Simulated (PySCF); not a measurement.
## Working with the constants of LiIn

RHF-CCSD(T) constants of LiIn, ¹Σ⁺ (singlet), closed shell (basis Li def2-SVP, In def2-SVP with ECP28; scalar-relativistic core potentials; PySCF 2.14; masses 7.0160 and 114.9039 u):

- ωe: 257.1 cm⁻¹
- ωexe: 1.85 cm⁻¹
- Be: 0.27815 cm⁻¹
- αe: 0.00296 cm⁻¹
- D (centrifugal): 1.3e-06 cm⁻¹
- De to Li + In: 0.83 eV

Task: Give the band origin of the fundamental and the first lines of its P and R branches.

Result: ν0 = ωe − 2ωexe = 253.4 cm⁻¹, B0 = 0.27667, B1 = 0.27371 cm⁻¹.

| J″ | P(J″) − ν0 | R(J″) − ν0 |
| --- | --- | --- |
| 0 |  | 0.547 |
| 1 | -0.553 | 1.089 |
| 2 | -1.113 | 1.624 |
| 3 | -1.678 | 2.154 |
| 4 | -2.249 | 2.677 |
| 5 | -2.825 | 3.195 |
| 6 | -3.408 | 3.706 |

Task: Near which J would the R branch turn back, without centrifugal distortion?

Result: At J ≈ (B0 + B1)/(2(B0 − B1)) − 1 ≈ 92.

Correlated steps freeze 4 core orbitals. Correlated levels converge slowly with the basis: in double zeta they bind strong bonds too weakly, by up to about 1 eV, and carry superposition errors of some tenths. Spin–orbit coupling is left out, which matters for elements this heavy, above all for dissociation energies. Where the molecule has an RHF reference, its open-shell atoms are computed with UHF.
